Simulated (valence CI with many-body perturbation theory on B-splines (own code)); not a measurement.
# Er⁶³⁺: magnetic and hyperfine properties of the levels

Calculated by valence CI with perturbative core correlation (CI+MBPT): three valence electrons over a frozen Dirac-Fock core [He], a basis of 11 s, 11 p, 9 d, 7 f, 5 g, 2 h, 1 i functions for each j, with the one-electron correlation potential Σ1, the two-electron term Σ2, the three-electron term Σ3, Breit, model QED; selected CI, second order for the rest (own B-spline code, finite nucleus).

The last digits are not significant, and no measured levels were compared; by estimate large intervals hold to a few tenths of a per cent, small ones and those within an open d or f shell to about a per cent.

A/g_I is the dipole constant over the nuclear g factor μ/I (μ in nuclear magnetons, uniformly magnetised nucleus), B/Q the quadrupole constant per barn. Both hold the static response of the core; the bare values leave it out. Large factors of s and p1/2 electrons are usually good to 5 to 10 %; those of open d and f shells near neutrality can be off by tens of per cent, and small factors of p3/2, d and f electrons come from cancelling terms and can be off by a factor of two or in sign, in half-filled shells by more. B is blank for J = 1/2, where it vanishes, and for nearly pure S terms. Energies count from the lowest level.

Levels are named by their leading jj configuration (3d3/2^4 stands for four electrons in 3d with j = 3/2), which in mixed levels can hold well under half, so a name can repeat and another be missing. Letters in brackets count levels of one name in rising energy.

| Level | E (Ry) | g | A/g_I (MHz) | A/g_I bare | B/Q (MHz/b) | B/Q bare |
| --- | --- | --- | --- | --- | --- | --- |
| (2s^2 2p1/2) J=1/2 | 0.00 | 0.624 | 5240000 | 5210000 |  |  |
| (2s 2p1/2^2) J=1/2 | 17.27 | 2.058 | 1.59e+07 | 1.57e+07 |  |  |
| (2s^2 2p3/2) J=3/2 | 73.27 | 1.303 | 651000 | 666000 | 1270000 | 1280000 |
| (2s 2p1/2 2p3/2) J=3/2 [a] | 85.37 | 1.628 | 3880000 | 3860000 | 1000000 | 1000000 |
| (2s 2p1/2 2p3/2) J=5/2 | 88.21 | 1.317 | 4630000 | 4600000 | 1060000 | 1070000 |
| (2s 2p1/2 2p3/2) J=1/2 | 92.97 | 1.261 | -5880000 | -5780000 |  |  |
| (2s 2p1/2 2p3/2) J=3/2 [b] | 93.11 | 0.974 | 40500 | 71200 | 671000 | 672000 |
| (2p1/2^2 2p3/2) J=3/2 | 111.14 | 1.322 | 603000 | 633000 | 1220000 | 1220000 |
| (2s 2p3/2^2) J=5/2 | 159.96 | 1.417 | 3740000 | 3720000 | 204000 | 205000 |
| (2s 2p3/2^2) J=1/2 | 167.17 | 1.915 | 1.61e+07 | 1.59e+07 |  |  |
| (2s 2p3/2^2) J=3/2 | 167.22 | 1.173 | -2440000 | -2380000 | -154000 | -154000 |
| (2p1/2 2p3/2^2) J=3/2 | 181.19 | 1.436 | -307000 | -265000 | 79600 | 79700 |
| (2p1/2 2p3/2^2) J=5/2 | 182.82 | 1.167 | 1550000 | 1560000 | -4250 | -4250 |
| (2p1/2 2p3/2^2) J=1/2 | 186.60 | 0.624 | 5250000 | 5220000 |  |  |
| (2p3/2^3) J=3/2 | 257.38 | 1.287 | 631000 | 659000 | -1300000 | -1300000 |
| (2s^2 3s) J=1/2 | 642.01 | 1.985 | 4740000 | 4700000 |  |  |
| (2s^2 3p1/2) J=1/2 | 647.79 | 0.663 | 1570000 | 1570000 |  |  |
| (2s 2p1/2 3s) J=1/2 [a] | 653.55 | 2.355 | 9070000 | 8970000 |  |  |
| (2s 2p1/2 3s) J=3/2 | 655.42 | 1.538 | 8650000 | 8560000 | -114000 | -114000 |
| (2s 2p1/2 3s) J=1/2 [b] | 657.44 | 0.710 | 8270000 | 8200000 |  |  |
| (2s 2p1/2 3p1/2) J=1/2 [a] | 658.43 | 0.265 | -949000 | -920000 |  |  |
| (2s 2p1/2 3p1/2) J=3/2 | 660.37 | 1.095 | 7640000 | 7560000 | -114000 | -114000 |
| (2s 2p1/2 3p1/2) J=1/2 [b] | 663.29 | 1.927 | 1.62e+07 | 1.60e+07 |  |  |
| (2s^2 3p3/2) J=3/2 | 669.47 | 1.323 | 240000 | 245000 | 381000 | 381000 |
| (2s^2 3d3/2) J=3/2 | 673.43 | 0.788 | 136000 | 136000 | 71200 | 71800 |
| (2p1/2^2 3s) J=1/2 | 674.32 | 1.956 | 4110000 | 4060000 |  |  |
| (2p1/2^2 3p1/2) J=1/2 | 679.02 | 0.642 | 1390000 | 1380000 |  |  |
| (2s^2 3d5/2) J=5/2 | 679.28 | 1.191 | 176000 | 175000 | 103000 | 104000 |
| (2s 2p1/2 3p3/2) J=3/2 [a] | 680.88 | 1.391 | 767000 | 766000 | 378000 | 378000 |
| (2s 2p1/2 3p3/2) J=5/2 | 683.11 | 1.316 | 4260000 | 4220000 | 254000 | 254000 |
| (2s 2p1/2 3p3/2) J=3/2 [b] | 683.31 | 1.244 | 2420000 | 2400000 | 169000 | 169000 |
| (2s 2p1/2 3p3/2) J=1/2 | 683.78 | 1.352 | -6280000 | -6210000 |  |  |
| (2s 2p1/2 3d3/2) J=3/2 [a] | 683.99 | 0.568 | -1380000 | -1350000 | 78600 | 79100 |
| (2s 2p1/2 3d3/2) J=5/2 | 686.10 | 1.010 | 4250000 | 4210000 | -31400 | -31000 |
| (2s 2p1/2 3d3/2) J=3/2 [b] | 687.37 | 1.171 | 4290000 | 4240000 | 94200 | 94400 |
| (2s 2p1/2 3d3/2) J=1/2 | 687.72 | 0.434 | -6730000 | -6660000 |  |  |
| (2s 2p1/2 3d5/2) J=5/2 [a] | 690.70 | 1.307 | 1070000 | 1060000 | 83500 | 84200 |
| (2s 2p1/2 3d5/2) J=7/2 | 692.68 | 1.226 | 3090000 | 3060000 | -40900 | -40400 |
| (2s 2p1/2 3d5/2) J=5/2 [b] | 693.51 | 1.071 | 339000 | 340000 | 168000 | 169000 |
| (2s 2p1/2 3d5/2) J=3/2 | 693.55 | 1.107 | -4000000 | -3960000 | 36400 | 36800 |

(1) Take the isotope of mass number 167, with I = 7/2, μ = -0.5623 μN and Q = 3.57 b. What is the hyperfine structure of (2s 2p1/2 2p3/2) J=3/2 [a]?

## Answers

(1) From the table A = -624000 MHz, B = 3580000 MHz. Shifts from the centre of gravity in MHz: F = 2: 6130000, F = 3: 1700000, F = 4: -1820000, F = 5: -2380000.
